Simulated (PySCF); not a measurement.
Mo(O)(NH)(F)(OH) (FH2MoNO2), SMILES [Mo]([F])(=[O])([OH])=[NH], multiplicity 1. The structure is a stationary point at PBE-D3(BJ)/def2-SVP. The multiplicity is an assumed one; no other spin state was optimised. The structure was generated by enumeration; whether it is a known compound was not checked. The def2 effective core potentials stand for the cores of Mo; spin–orbit coupling is left out. Other conformers were not sampled.

Q: Give the equilibrium geometry at PBE-D3(BJ)/def2-SVP (PySCF confirms it by a frequency run) as bond lengths and angles. (The exact figures need the calculation; the answer reports its results.)

A: Several could match; the one computed here: 
Atoms: Mo1 O2 N3 H4 F5 O6 H7. Bond lengths (Å): Mo1–O2 1.695, Mo1–N3 1.744, Mo1–F5 1.869, Mo1–O6 1.885, N3–H4 1.029, O6–H7 0.976. Bond angles (°): O2–Mo1–N3 108.9, O2–Mo1–F5 110.6, O2–Mo1–O6 109.1, N3–Mo1–F5 108.3, N3–Mo1–O6 108.3, F5–Mo1–O6 111.5, Mo1–N3–H4 144.7, Mo1–O6–H7 122.1.
Charge 0, spin multiplicity 1.
